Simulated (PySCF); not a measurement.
Compound: C3H7BFN.
Atom-mapped SMILES: `[BH3-:1][N+:2]#[C:3][CH2:4][CH2:5][F:6]` (hydrogens: H7, H8, H9 on B1; H10, H11 on C4; H12, H13 on C5)

A GFN2-xTB structure was refined with PBE0-D3(BJ)/def2-SVP geometry optimisation, gas phase in PySCF. Its GFN2-xTB values:

```json
{"coordinate": "B1–N2", "GFN2-xTB": "1.490 Å"}
{"coordinate": "B1–H7", "GFN2-xTB": "1.168 Å"}
{"coordinate": "N2≡C3", "GFN2-xTB": "1.167 Å"}
{"coordinate": "C3–C4", "GFN2-xTB": "1.386 Å"}
{"coordinate": "C4–C5", "GFN2-xTB": "1.557 Å"}
{"coordinate": "C4–H10", "GFN2-xTB": "1.091 Å"}
{"coordinate": "C5–F6", "GFN2-xTB": "1.371 Å"}
{"coordinate": "C5–H12", "GFN2-xTB": "1.114 Å"}
{"coordinate": "B1–N2–C3", "GFN2-xTB": "179.8°"}
{"coordinate": "N2–C3–C4", "GFN2-xTB": "179.5°"}
{"coordinate": "C3–C4–C5", "GFN2-xTB": "111.7°"}
{"coordinate": "C4–C5–F6", "GFN2-xTB": "110.0°"}
```

**Question.** How do these coordinates change at the PBE0-D3(BJ)/def2-SVP level?

**Answer.** 
```csv
coordinate,PBE0-D3(BJ)/def2-SVP (Å or °),change
C3–C4,1.449,+0.063
B1–H7,1.224,+0.056
B1–N2,1.530,+0.040
C4–C5,1.527,-0.030
N2≡C3,1.151,-0.016
C5–H12,1.102,-0.012
C4–H10,1.102,+0.011
C5–F6,1.363,-0.008
C4–C5–F6,107.9,-2.1
N2–C3–C4,178.3,-1.2
C3–C4–C5,112.6,+0.9
B1–N2–C3,179.9,+0.1
```

The energy falls by 20.7 kJ/mol over 7 energy and gradient evaluations, the largest force component goes from 0.0824 to 2.9e-04 Eh/bohr, and the atoms move by 0.041 Å rms after alignment. The bond that changes most is C3–C4 (ends: triply bonded carbon; chain CH2 carbon), which lengthens by 0.063 Å. Bonds longer at the end by more than 0.005 Å: 7 of 12; shorter: 4. Rotational constants go from 19140, 1229, 1183 to 19111, 1209, 1165 MHz.

The run used 119 basis functions and 51 SCF cycles in all.

No frequency check. The numbers are those of one conformer.

Shape of the structure used: `[BH3-:1][N+:2]#[C:3][CH2:4][CH2:5][F:6]`: C3–C4–C5–F6 180°.
